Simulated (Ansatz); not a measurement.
Gas-phase electronic energies from Ansatz, PBE0-D4/def2-TZVP geometries. CCSD(T)/CBS adds triple-zeta CCSD(T) − MP2 to the extrapolated MP2 energy (def2 sets, frozen cores). DFT in def2-TZVPP. B3LYP here is the variant with VWN-RPA as its local correlation; programs differ in this. HSE06 is defined as in plane-wave codes. def2 core potentials past Kr. For Br, In outer-core shells are correlated without core-valence functions, which leaves a few kJ/mol of doubt a bond. Scalar relativity is left out up to krypton. Each species was taken in one conformer, which may not be the lowest.

Consider the redistribution: `C[N](C)[In]([CH3])[Br]` + `[OH][InH][Cl]` → `[CH3][In]([Cl])[Br]` + `C[N](C)[InH][OH]`.

```
             level  ΔE (kcal/mol)  difference from CCSD(T)/CBS
           PBE0-D4            1.9                         -0.2
          B3LYP-D4            1.6                         -0.5
          HSE06-D4            1.9                         -0.2
      CAM-B3LYP-D4            1.8                         -0.3
           ωB97M-V            2.1                          0.0
          PBE-QIDH            2.0                         -0.1
            r2SCAN            1.8                         -0.3
             B3LYP            1.3                         -0.8
             HSE06            1.7                         -0.4
             BHLYP            1.4                         -0.7
      MP2/def2-SVP            2.1                          0.0
  CCSD(T)/def2-SVP            1.9                         -0.2
     HF/def2-TZVPP            1.5                         -0.6
    MP2/def2-TZVPP            2.1                          0.0
     HF/def2-QZVPP            1.4                         -0.7
SCS-MP2/def2-QZVPP            1.9                         -0.2
       CCSD(T)/CBS            2.1                            0
```

Largest T1 diagnostic among the species: 0.016.

Leaving LDA and LC-ωPBE aside and taking each functional with its dispersion term where it has one, the values, not all of them listed here, spread over 0.6 kcal/mol, from BLYP-D4 to ωB97X-V.
